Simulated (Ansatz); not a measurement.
Cost and result for the atomization energy of C2H6OZn, SMILES `CO[CH2][ZnH]` (10 atoms, 9 bonds).

```xyz
10

C     1.3465   -0.5942   -0.7114
O     0.6522    0.2469    0.1671
C    -0.7490    0.0410    0.1188
Zn   -1.5654    1.2875    1.3978
H     2.4114   -0.3755   -0.6147
H     1.1751   -1.6534   -0.4708
H     1.0395   -0.4256   -1.7537
H    -0.9905   -1.0061    0.3648
H    -1.1251    0.2078   -0.9040
H    -2.1945    2.2717    2.4061
```

The species carries charge 0 and has multiplicity 1. For Zn the d shell is correlated and the shells below it are frozen. Scalar relativity is left out up to krypton. The structure was optimised at the PBE0-D4/def2-TZVP level. It is one conformer, not always the lowest. Program: Ansatz. All runs use 4 threads of an Arm Neoverse V2 on a shared host. Times are those of one run each, without the atoms' runs, and a repeat can differ threefold. Electronic energies, without spin–orbit coupling; frozen cores. CCSD(T)/CBS adds CCSD(T) − MP2 in def2-TZVPP to the MP2 limit, and its time is that of the two runs behind it. T1 = 0.013. With those shells the extrapolation isn't a true limit. B3LYP takes the VWN-RPA correlation (the form of Gaussian; ORCA's B3LYP/G).

CCSD(T)/CBS is a level of theory with its own doubt, some kJ/mol a heavy atom from the limit and from the frozen cores, so smaller differences don't rank the functionals.

```csv
level,functions,wall time,atomization (kJ/mol),difference from CCSD(T)/CBS,per bond
revPBE-D4/def2-TZVPP,241,1.6 s,3254.6,-17.1,-1.9
BLYP-D4/def2-TZVPP,241,1.7 s,3255.0,-16.7,-1.8
BHLYP-D4/def2-TZVPP,241,2.4 s,3165.9,-105.8,-11.7
B3LYP-D4/def2-TZVPP (with forces),241,3.4 s,3263.2,-8.5,-0.9
CCSD(T)/def2-SVP,103,3.6 s,3109.9,-161.8,-18.0
r2SCANh-D4/def2-TZVPP,241,3.9 s,3271.8,0.1,0.0
B2PLYP/def2-TZVPP,241,4 s,3235.5,-36.2,-4.0
ωB97X-V/def2-TZVPP,241,6 s,3291.7,20.0,2.2
B97M-V/def2-TZVPP,241,8 s,3270.6,-1.1,-0.1
ωB97M-V/def2-TZVPP (with forces),241,9 s,3285.1,13.4,1.5
MP2/def2-QZVPP,451,15 s,3290.2,18.5,2.1
CCSD(T)/def2-TZVPP,241,110 s,3195.9,-75.8,-8.4
CCSD(T)/CBS(def2),–,2 min,3271.7,0.0,0.0
```

From r2SCAN to r2SCAN0 (25 % exact exchange), in def2-TZVPP and without D4, the atomization energy moves by −53.2 kJ/mol: exact exchange takes away binding that semilocal exchange gives to molecules. At CCSD(T), def2-SVP lies −161.7 kJ/mol from the extrapolated value and def2-TZVPP −75.8 kJ/mol: correlation converges slowly with the basis, and small sets miss more of it in the bonded molecule than in its fragments. In def2-TZVPP, CCSD(T) changes the Hartree–Fock value by +856.2 kJ/mol (the triples alone add +46.6 kJ/mol) and MP2 by +904.9 kJ/mol; breaking electron pairs costs correlation energy, which Hartree–Fock lacks.
